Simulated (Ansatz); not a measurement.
Cost and result for the atomization energy of `C=C[Si](O)(Cl)OC` (14 atoms, 13 bonds).

```xyz
14

C    -1.964   -0.770    1.094
C    -1.463   -0.448   -0.094
Si   -0.167    0.828   -0.379
O    -0.695    1.849   -1.526
Cl    0.200    1.825    1.392
O     1.248    0.206   -0.892
C     2.097   -0.626   -0.131
H    -1.651   -0.260    2.000
H    -2.711   -1.549    1.210
H    -1.817   -0.988   -0.971
H    -0.068    2.478   -1.887
H     1.576   -1.530    0.200
H     2.937   -0.917   -0.763
H     2.479   -0.099    0.748
```

Total charge 0; spin multiplicity 1. All single points use the PBE0-D4/def2-TZVP geometry. It is one conformer, not always the lowest. Program: Ansatz. All runs use 2 threads of an AMD EPYC 7R13 on a shared host and a share of an NVIDIA H100 80 GB. Times are those of one run each, without the atoms' runs, and a repeat can differ threefold. Electronic energies, without spin–orbit coupling; frozen cores. CCSD(T)/CBS adds CCSD(T) − MP2 in def2-TZVPP to the MP2 limit, and its time is that of the two runs behind it. T1 = 0.011. B3LYP takes the VWN-RPA correlation (the form of Gaussian; ORCA's B3LYP/G).

CCSD(T)/CBS is a level of theory with its own doubt, some kJ/mol a heavy atom from the limit and from the frozen cores, so smaller differences don't rank the functionals.

```
                             level  functions  wall time
                PBE0-D4/def2-TZVPP        337      2.9 s
 B3LYP-D4/def2-TZVPP (with forces)        337      3.3 s
                 B2PLYP/def2-TZVPP        337      4.5 s
   PBE-D4/def2-TZVPP (with forces)        337      4.5 s
r2SCAN-D4/def2-TZVPP (with forces)        337        6 s
                    MP2/def2-QZVPP        635      6.5 s
                ωB97X-V/def2-TZVPP        337      8.5 s
                CCSD(T)/def2-TZVPP        337       10 s
  ωB97M-V/def2-TZVPP (with forces)        337       11 s
                 CCSD(T)/CBS(def2)          –       17 s
```

**Question.** What atomization energy does each give, and how far from CCSD(T)/CBS? (Estimate.)

**Answer.** The calculation gave: 
```tsv
level	atomization (kJ/mol)	difference from CCSD(T)/CBS	per bond
PBE0-D4/def2-TZVPP	5693.0	-10.6	-0.8
B3LYP-D4/def2-TZVPP (with forces)	5675.7	-27.9	-2.1
B2PLYP/def2-TZVPP	5626.3	-77.3	-5.9
PBE-D4/def2-TZVPP (with forces)	5798.7	95.1	7.3
r2SCAN-D4/def2-TZVPP (with forces)	5709.7	6.1	0.5
MP2/def2-QZVPP	5771.6	68.0	5.2
ωB97X-V/def2-TZVPP	5698.9	-4.7	-0.4
CCSD(T)/def2-TZVPP	5547.1	-156.5	-12.0
ωB97M-V/def2-TZVPP (with forces)	5713.6	10.0	0.8
CCSD(T)/CBS(def2)	5703.6	0.0	0.0
```

From PBE to PBE0 (25 % exact exchange), in def2-TZVPP and without D4, the atomization energy moves by −100.4 kJ/mol: exact exchange takes away binding that semilocal exchange gives to molecules. In def2-TZVPP, CCSD(T) changes the Hartree–Fock value by +1380.1 kJ/mol (the triples alone add +89.6 kJ/mol) and MP2 by +1511.6 kJ/mol; breaking electron pairs costs correlation energy, which Hartree–Fock lacks. The D4 term adds +59.5 kJ/mol with B3LYP and +31.8 kJ/mol with PBE0; it sums over pairs of atoms, weighted by their polarisabilities, and B3LYP, whose exchange is more repulsive, gets the larger term.
